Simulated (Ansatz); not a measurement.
Reaction (hydrogenolysis of the Si–Cl bond): `F[SiH](F)[Si](Cl)(Cl)Cl` + H₂ → `F[SiH](F)[SiH](Cl)Cl` + HCl

Calculated with Ansatz (gas phase, PBE0-D4/def2-TZVP geometries, no zero-point term in ΔE). CBS: MP2 limit from def2 TZ/QZ plus the TZ coupled-cluster correction, frozen cores. This one scheme is used for every species. Functionals use def2-TZVPP. HSE06 is defined as in plane-wave codes. One conformer a species, not always the lowest.

`F[SiH](F)[Si](Cl)(Cl)Cl`:

Z-matrix (Å, degrees):
```
Si
F 1 1.586
Si 1 2.343 2 108.6
F 1 1.587 2 108.0 3 -117.6
H 1 1.478 2 108.7 3 124.6
Cl 3 2.038 1 109.1 2 61.8
Cl 3 2.038 1 109.0 2 -179.4
Cl 3 2.034 1 111.1 2 -58.8
```

H₂:

Cartesian coordinates in Å:
```
H -0.237 0.223 0.182
H 0.237 -0.223 -0.182
```

`F[SiH](F)[SiH](Cl)Cl`:

```xyz
8

F    -1.497   -1.512    0.885
Si   -0.855   -0.765   -0.362
F    -2.024    0.017   -1.102
Si    0.736    0.781    0.406
Cl    1.515    1.723   -1.237
Cl    2.204   -0.277    1.362
H    -0.308   -1.780   -1.288
H     0.228    1.814    1.335
```

HCl:

Cartesian coordinates in Å:
```
Cl -0.351 -0.527 -0.087
H 0.351 0.527 0.087
```

(1) Is it downhill or uphill in electronic energy at CCSD(T)/CBS, and by how much? (Best estimate.)

(2) What do these levels give: BLYP-D4, r2SCANh-D4, r2SCAN0-D4, HSE06-D4, BHLYP-D4, CAM-B3LYP-D4, B2PLYP, BLYP, LC-ωPBE, HF/def2-TZVPP, CCSD/def2-TZVPP, HF/CBS(def2)? (Best estimate.)

(3) What do rigid-rotor, harmonic-oscillator terms from PBE0-D4/def2-TZVP frequencies (298.15 K, 1 bar) make of the CCSD(T)/CBS value? (Estimate.)

Largest T1 diagnostic among the species: 0.011.

Results:

(1) The calculation gave: Uphill: ΔE = +0.81 eV.

(2) The calculation gave: BLYP-D4 0.87, r2SCANh-D4 0.86, r2SCAN0-D4 0.84, HSE06-D4 0.82, BHLYP-D4 0.80, CAM-B3LYP-D4 0.77, B2PLYP 0.76, BLYP 0.70, LC-ωPBE 0.72, HF/def2-TZVPP 0.58, CCSD/def2-TZVPP 0.69, HF/CBS(def2) 0.58 eV.

(3) Ansatz gave: ΔZPE = +0.09 eV, ΔH = +0.86 eV, ΔS = 26 J/(mol·K), ΔG = +0.78 eV. Modes under 50 cm⁻¹ make the entropy rough.

The D4 term adds +0.14 eV with B3LYP and +0.07 eV with PBE0; it sums over pairs of atoms, weighted by their polarisabilities, and B3LYP, whose exchange is more repulsive, gets the larger term. At CCSD(T), def2-SVP lies −0.16 eV from the extrapolated value and def2-TZVPP −0.06 eV. Leaving LDA and LC-ωPBE aside and taking each functional with its dispersion term where it has one, the values, not all of them listed here, spread over 0.15 eV, from B2PLYP to revPBE-D4. LDA lies +0.04 eV from PBE without D4.

B3LYP here is the variant with VWN-RPA as its local correlation; programs differ in this.
